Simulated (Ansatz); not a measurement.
# Reading a saddle point

A first-order saddle point of GeH₅Br, closed shell, PBE0-D4/def2-TZVP, with one imaginary mode of 908i cm⁻¹:

```
7
angstrom
Ge -0.6090 -0.1998 0.0021
H 1.1195 -0.7954 0.1820
H -1.0094 0.1409 -1.4255
H -1.1396 0.5637 1.2061
H -0.8387 -1.7176 0.2347
H 1.3085 0.0482 0.0568
Br 1.1687 1.9600 -0.2562
```

Computed with Ansatz 0.2.0 (basis: def2-TZVPP and def2-QZVPP); correlated methods freeze the cores. Filled d shells of the heavier atoms are correlated. The def2 sets are not built for correlating such inner shells, so the correlated values are less sure here. Extrapolation: Hartree–Fock as exp(−7.88 √X), correlation as X^−2.97.

Which contacts change along the imaginary mode, and what lies on either side? (A judgement: the text doesn't fix the answer.)

Computed: The step is GeH₄ + HBr → GeH₃Br ([GeH3][Br]) + H₂, with the molecules in contact on both sides. Shortening one way: Ge1–Br7, H2–H6; lengthening the same way: Ge1–H2, H6–Br7.
```tsv
pair	one side (Å)	saddle (Å)	other side (Å)
Ge1–Br7	4.30	2.81	2.31
H2–H6	2.11	0.87	0.75
Ge1–H2	1.54	1.84	4.22
H6–Br7	1.42	1.94	3.23
```

Which side is lower, and how far does the saddle lie above each? (An estimate is asked for; the value comes from the calculation.)

The calculation gives: The side with Ge1–Br7, H2–H6 short is lower by 13.49 kcal/mol; the saddle lies 54.73 kcal/mol above it and 41.23 kcal/mol above the other (CCSD(T) at an estimated basis limit (MP2 extrapolated from triple and quadruple zeta, plus CCSD(T) − MP2 in triple zeta); electronic energies).

No T1 diagnostic of these runs exceeds 0.011.

Labels in which every atom is bracketed show which atoms are joined, not bond orders.

For scale, one of the runs: CCSD(T)/def2-TZVPP, 166 basis functions, launched by `ansatz run in.yaml --threads 4 --pin off --events-out ev --progress --plain --max-ram 9574MiB`. Time: 40 s of wall clock on 4 CPU threads of an Arm Neoverse V1; the host was shared. Peak host memory: 1.4 GiB.
